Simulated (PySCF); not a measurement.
C₄H₈Te.
SMILES with atom numbers: `[CH3:1][CH:2]([CH3:3])[CH:4]=[Te:5]` (hydrogens: H6, H7, H8 on C1; H9 on C2; H10, H11, H12 on C3; H13 on C4)

Computed by this run: PBE0-D3(BJ)/def2-SVP geometry optimisation, gas phase, def2 core potentials past Kr in PySCF 2.14.0; density fitting, grid level 1; the optimiser is geomeTRIC in internal coordinates, started from a GFN2-xTB structure with every atom displaced at random (about 0.01 Å).

Geometry at step 0:
```
atom  x, y, z in Å
C1     -0.8575   -1.1304   -0.1601
C2      0.2261   -0.0648   -0.3179
C3     -0.3766    1.3494   -0.2356
C4      1.2786   -0.2438    0.7488
Te5     3.1608   -0.6141    0.4645
H6     -1.6313   -0.9684   -0.9434
H7     -1.3522   -1.0078    0.8055
H8     -0.4507   -2.1030   -0.2488
H9      0.7011   -0.1784   -1.2767
H10    -0.8301    1.5038    0.7518
H11    -1.1121    1.4947   -0.9953
H12     0.4329    2.0968   -0.3465
H13     0.8167   -0.1509    1.7433
```

**Question.** Give the atomic forces at this geometry.

**Answer.** 
| atom | Fx (eV/Å) | Fy (eV/Å) | Fz (eV/Å) |
| --- | --- | --- | --- |
| C1 | -0.713 | 1.701 | -0.435 |
| C2 | -0.004 | 0.241 | 0.763 |
| C3 | 1.475 | -0.280 | 0.946 |
| C4 | -1.421 | 0.230 | -0.384 |
| Te5 | 0.622 | -0.110 | 0.055 |
| H6 | 0.254 | -0.206 | 0.240 |
| H7 | -0.164 | -0.151 | 0.333 |
| H8 | 0.474 | -1.475 | -0.096 |
| H9 | 0.369 | -0.117 | -0.862 |
| H10 | -0.179 | 0.085 | 0.083 |
| H11 | -0.828 | 0.180 | -0.839 |
| H12 | -0.283 | -0.054 | -0.065 |
| H13 | 0.399 | -0.044 | 0.262 |

The largest, 1.90 eV/Å, acts on C1; the rms over all components is 0.629 eV/Å. The forces sum to zero within rounding, as they must for an isolated molecule in no field.

**Question.** Give the force on C1 in Eh/bohr and in nN.

**Answer.** 1.895 eV/Å ÷ 51.422 = 0.03686 Eh/bohr, and 1.895 eV/Å × 1.602 = 3.04 nN.

**Question.** How far is this geometry from the end of the optimisation?

**Answer.** 0.121 eV above it, and 0.035 Å rms away after alignment. The bonds farthest from their final lengths, with half the difference of the two atoms' forces along the bond (positive lengthens):

| bond | now (Å) | final (Å) | force along bond (eV/Å) |
| --- | --- | --- | --- |
| C1–H8 | 1.058 | 1.099 | +1.67 |
| C3–H11 | 1.067 | 1.101 | +1.46 |
| C4=Te5 | 1.939 | 1.967 | +0.99 |
| C2–H9 | 1.076 | 1.102 | +0.83 |
| C2–C4 | 1.509 | 1.491 | -0.90 |
| C1–H6 | 1.113 | 1.101 | -0.71 |

The angle farthest from its final value is Te5–C4–H13, 123.8° against 118.0°.

Of the 6 listed bonds off by 0.010 Å or more, this force points towards the final length in 6.

The cost below is that of the whole optimisation. The run took 23 s of wall time on one thread, Intel Xeon 6975P-C (x86_64), shared host, and the process peaked at 0.52 GiB of memory.
